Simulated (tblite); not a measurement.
C2H5I, charge -1, doublet, at the geometry of the source list (a state made from the parent by changing its charge; the spin is typed, not shown lowest); GFN1-xTB (tblite 0.6.0).

The tblite input:
```
$ tblite run mol.xyz --method gfn1 --charge -1 --spin 1 --guess eeq --json tblite.json --no-restart

# file mol.xyz
8

C     -0.77360000     0.27010000     0.08430000
C      0.54870000    -0.42420000    -0.14430000
I      2.22910000     0.84980000     0.34860000
H     -0.88870000     0.55950000     1.12690000
H     -1.58520000    -0.40850000    -0.17680000
H     -0.85900000     1.16230000    -0.53280000
H      0.64940000    -1.30750000     0.48120000
H      0.67930000    -0.70150000    -1.18710000
```

Question: Write the output that tblite gives for this input, abridged.

Answer: 
```
xTB calculator
 | screened Coulomb repulsion
 | Coulomb electrostatics
 |  * isotropic Klopman-Ohno-Mataga-Nishimoto electrostatics
 |  * onsite third-order electrostatics
 | DFT-D3(BJ) dispersion correction

halogen bonding energy    0.0000000000000E+00 Eh
repulsion energy          1.0454625882247E-01 Eh
dispersion energy        -2.2766996391814E-03 Eh
number of electrons       2.1000000000000E+01 e
integral cutoff           2.3808421393427E+01 bohr

------------------------------------------------------------
  cycle        total energy    energy error   density error
------------------------------------------------------------
      1     -9.412048733438  -9.5143183E+00   8.3671144E-01
      2     -10.44260472751  -1.0305560E+00   4.5901257E-01
      3     -10.91631320195  -4.7370847E-01   2.6540039E-01
      4     -10.95703759536  -4.0724393E-02   1.2369977E-01
      5     -10.90621273716   5.0824858E-02   9.5250616E-02
      6     -10.95743730095  -5.1224564E-02   1.2100635E-02
      7     -10.95775838704  -3.2108609E-04   8.2449291E-03
      8     -10.95789996914  -1.4158210E-04   3.1056731E-03
      9     -10.95791056577  -1.0596629E-05   2.6405050E-03
     10     -10.95792303343  -1.2467661E-05   1.9680381E-03
     11     -10.95793755291  -1.4519486E-05   5.5695269E-04
     12     -10.95793871627  -1.1633578E-06   1.5032864E-04
     13     -10.95793880136  -8.5089100E-08   4.2415266E-05
     14     -10.95793880864  -7.2790307E-09   5.4616965E-06
------------------------------------------------------------

electronic energy        -1.1060208367821E+01 Eh
total energy             -1.0957938808638E+01 Eh

Post processing:
 | Mayer-Wiberg bond orders

[Info] JSON dump of results written to 'tblite.json'
```
